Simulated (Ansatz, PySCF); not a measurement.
Input for PySCF:
```python
from pyscf import gto, scf, mp

mol = gto.M(
    atom='''
C    -0.18079014   -1.61580414    0.00036893
C     0.56661727   -0.51823197   -0.00249564
C     0.00984574    0.77832356    0.00014554
H    -1.25731398   -1.56538366    0.00488629
H     0.26122400   -2.59764951   -0.00171648
H     1.64864793   -0.55402136   -0.00703253
N    -0.43237074    1.83590426    0.00224997
''',
    basis='def2-svp',
    verbose=4,
)

mf = scf.RHF(mol)
mf.kernel()

pt = mp.MP2(mf, frozen=4)
pt.kernel()
print('E(MP2) = %.10f' % pt.e_tot)
```

Write the same job for Ansatz (a quantum-chemistry and plane-wave program).

Several could match; the one computed here: 
Ansatz 0.2 input:
```yaml
crystal:
  periodic: [false, false, false]
  atoms:
    - {symbol: C, position_ang: [-0.18079014, -1.61580414, 0.00036893]}
    - {symbol: C, position_ang: [0.56661727, -0.51823197, -0.00249564]}
    - {symbol: C, position_ang: [0.00984574, 0.77832356, 0.00014554]}
    - {symbol: H, position_ang: [-1.25731398, -1.56538366, 0.00488629]}
    - {symbol: H, position_ang: [0.26122400, -2.59764951, -0.00171648]}
    - {symbol: H, position_ang: [1.64864793, -0.55402136, -0.00703253]}
    - {symbol: N, position_ang: [-0.43237074, 1.83590426, 0.00224997]}
basis:
  gaussian:
    orbitals: def2-SVP
magnetization: {spin_polarized: false}
correlation: {method: mp2, electrons: outside_noble_gas}
accuracy: high
```

Both were run: PySCF gave -170.174604 Eh and Ansatz -170.174604 Eh, 0.000 mEh apart.
